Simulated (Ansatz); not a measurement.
C3H5FSi, SMILES FC=C=C[SiH3].

Coordinates come from a PBE0-D3(BJ)/def2-SVP optimisation. This is a generated structure with no PubChem entry under its InChIKey; it may be hypothetical.

Two levels are set side by side: PBE/def2-SVPD (Ansatz, a quantum-chemistry and plane-wave program) and CAM-B3LYP/def2-SVPD (Ansatz). Energy differences of separate SCF runs at the same geometry; the states with an electron removed or added have multiplicity 2 and 2. Differences are taken from unrounded values.

```tsv
quantity	CAM-B3LYP	PBE	PBE minus CAM-B3LYP
vertical ionisation energy (eV)	9.53	9.26	-0.27
vertical singlet–triplet gap (eV)	4.04	3.87	-0.17
```
